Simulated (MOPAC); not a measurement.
MOPAC input (MNDO):

```
MNDO 1SCF CHARGE=-1 GEO-OK AUX(PRECISION=9) THREADS=1
H3B2

B    -0.23132100 1   -0.00707100 1    0.79386900 1
B     0.19449800 1    0.00594500 1   -0.66749800 1
H    -0.56449000 1   -0.01725500 1    1.93727300 1
H     0.34513600 1    1.04103300 1   -1.28389100 1
H     0.40346600 1   -1.01814900 1   -1.28523600 1
```

From the output:

```
                                                       MOPAC v23.2.5 Linux

          FINAL HEAT OF FORMATION =         52.59428 KCAL/MOL =     220.05447 KJ/MOL

          COSMO AREA              =         76.14 SQUARE ANGSTROMS
          COSMO VOLUME            =         58.30 CUBIC ANGSTROMS

          IONIZATION POTENTIAL    =          0.805447 EV
          HOMO LUMO ENERGIES (EV) =         -0.805  7.473
          NO. OF FILLED LEVELS    =          5
          MOLECULAR WEIGHT        =         24.6437         POINT GROUP:  C2v

          MOLECULAR DIMENSIONS (Angstroms)

            Atom       Atom       Distance
            H     5    H     3     3.51045
            H     3    H     4     1.96934
            H     4    B     1     0.00000

          SCF CALCULATIONS        =          1

   ATOM   CHEMICAL          X               Y               Z
  NUMBER   SYMBOL      (ANGSTROMS)     (ANGSTROMS)     (ANGSTROMS)

     1       B         -0.23132100  *  -0.00707100  *   0.79386900  *
     2       B          0.19449800  *   0.00594500  *  -0.66749800  *
     3       H         -0.56449000  *  -0.01725500  *   1.93727300  *
     4       H          0.34513600  *   1.04103300  *  -1.28389100  *
     5       H          0.40346600  *  -1.01814900  *  -1.28523600  *

                             CARTESIAN COORDINATES

   1    B       -0.231321000    -0.007071000     0.793869000
   2    B        0.194498000     0.005945000    -0.667498000
   3    H       -0.564490000    -0.017255000     1.937273000
   4    H        0.345136000     1.041033000    -1.283891000
   5    H        0.403466000    -1.018149000    -1.285236000

           Empirical Formula: H3 B2  =     5 atoms

      MOLECULAR POINT GROUP   :   C2v

                  EIGENVALUES
 -15.97483 -11.18024  -6.41821  -6.20501  -0.80545   7.47334   8.31264  10.18203
  10.90509  13.27509  14.66114

              NET ATOMIC CHARGES AND DIPOLE CONTRIBUTIONS

  ATOM NO.   TYPE          CHARGE      No. of ELECS.   s-Pop       p-Pop
    1          B          -0.325226        3.3252     1.34138     1.98384
    2          B          -0.567643        3.5676     1.17534     2.39230
    3          H          -0.032102        1.0321     1.03210
    4          H          -0.037515        1.0375     1.03751
    5          H          -0.037514        1.0375     1.03751
 DIPOLE           X         Y         Z       TOTAL
 POINT-CHG.    -0.258    -0.008     0.886     0.923
 HYBRID        -0.121    -0.004     0.416     0.433
 SUM           -0.379    -0.012     1.302     1.357

          ATOMIC ORBITAL ELECTRON POPULATIONS

     Atom    s        px        py        pz
    1  B   1.34138   1.08374   0.08828   0.81183
    2  B   1.17534   0.87786   0.76784   0.74661
    3  H   1.03210
    4  H   1.03751
    5  H   1.03751

 **********************
 *                    *
 * JOB ENDED NORMALLY *
 *                    *
 **********************

 == MOPAC DONE ==
```

The dipole moment of an ion depends on the origin.

The geometry given is a B3LYP-D3(BJ)/def2-TZVP minimum.
